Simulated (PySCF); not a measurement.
Correlation energy of Ag²⁺ (silver, charge +2)

Starting occupation: [Kr] 4d9, 4d3/2 with m_j = -1/2, +1/2, +3/2, 4d5/2 with m_j = -5/2, -3/2, -1/2, +1/2, +3/2, +5/2. Computed with PySCF 2.14 in x2c-QZVPPall-2c (13s12p9d4f2g, 140 functions), with X2C-1e with screened-nucleus spin-orbit coupling, Gaussian nucleus. Frozen: [Ar] 3d10; 17 electrons correlated; the 32 highest virtual spinors left out.

MP2 pair energies summed by pair of shells (mhartree):

| pair | energy | share (%) |
| --- | --- | --- |
| 4d-4d | -295.53 | 47.5 |
| 4d-4p | -196.21 | 31.5 |
| 4p-4p | -56.73 | 9.1 |
| 4d-4s | -38.86 | 6.2 |
| 4p-4s | -30.00 | 4.8 |
| 4s-4s | -4.85 | 0.8 |

Total MP2 correlation energy: -622.17 mhartree.

The GHF reference relaxed away from the jj start to a determinant that is no pure jj level (⟨S²⟩ = 0.77, ⟨J²⟩ = 3.75); the energies belong to that determinant.

This basis was not built for core-valence correlation, so the inner-shell part is incomplete.
